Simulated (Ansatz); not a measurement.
`N[SiH2][SiH](O)F` + BH₃ → `B[SiH](O)F` + `N[SiH3]`  (formal exchange of groups at the Si–Si bond)

Gas-phase electronic energies from Ansatz, PBE0-D4/def2-TZVP geometries. CCSD(T)/CBS adds triple-zeta CCSD(T) − MP2 to the extrapolated MP2 energy (def2 sets, frozen cores). This one scheme is used for every species. Functionals use def2-TZVPP. Each species was taken in one conformer, which may not be the lowest.

`N[SiH2][SiH](O)F`:

```xyz
11

N    -1.507    0.729    0.186
Si   -0.455    0.047   -1.022
Si    1.382   -0.682    0.258
O     1.034   -0.196    1.784
F     2.719    0.023   -0.275
H    -1.976    0.096    0.818
H    -2.150    1.451   -0.104
H    -1.060   -1.035   -1.856
H    -0.083    1.164   -1.930
H     1.691   -2.130    0.318
H     0.406    0.534    1.823
```

BH₃:

Z-matrix (Å, degrees):
```
B
H 1 1.193
H 1 1.193 2 120.0
H 1 1.193 2 120.0 3 180.0
```

`B[SiH](O)F`:

Z-matrix (Å, degrees):
```
Si
O 1 1.640
F 1 1.606 2 110.8
B 1 2.016 2 111.2 3 -116.8
H 1 1.479 2 104.5 3 114.8
H 2 0.959 1 117.9 3 70.5
H 4 1.195 1 123.6 2 -130.0
H 4 1.198 1 119.4 2 49.6
```

`N[SiH3]`:

Z-matrix (Å, degrees):
```
Si
N 1 1.720
H 1 1.486 2 107.9
H 1 1.494 2 116.0 3 -120.3
H 1 1.486 2 107.9 3 119.4
H 2 1.007 1 119.6 3 -168.6
H 2 1.007 1 119.6 3 49.2
```

| level | ΔE (kJ/mol) |
| --- | --- |
| B2PLYP | 8.4 |
| CCSD/def2-TZVPP | 7.0 |
| HF/def2-QZVPP | -1.6 |
| MP2/CBS(def2) | 11.6 |

(1) What does CCSD(T)/CBS give? (An estimate is asked.)

Largest T1 diagnostic among the species: 0.012.

Results:

(1) Computed: +10.5 kJ/mol. The listed levels differ from it by -2.1, -3.5, -12.1, 1.1 kJ/mol.

In def2-TZVPP, CCSD(T) changes the Hartree–Fock value by +10.6 kJ/mol (the triples alone add +2.6 kJ/mol) and MP2 by +11.8 kJ/mol. The D4 term adds +7.3 kJ/mol with B3LYP and +4.2 kJ/mol with PBE0; it sums over pairs of atoms, weighted by their polarisabilities, and B3LYP, whose exchange is more repulsive, gets the larger term.

B3LYP here is the variant with VWN-RPA as its local correlation; programs differ in this.
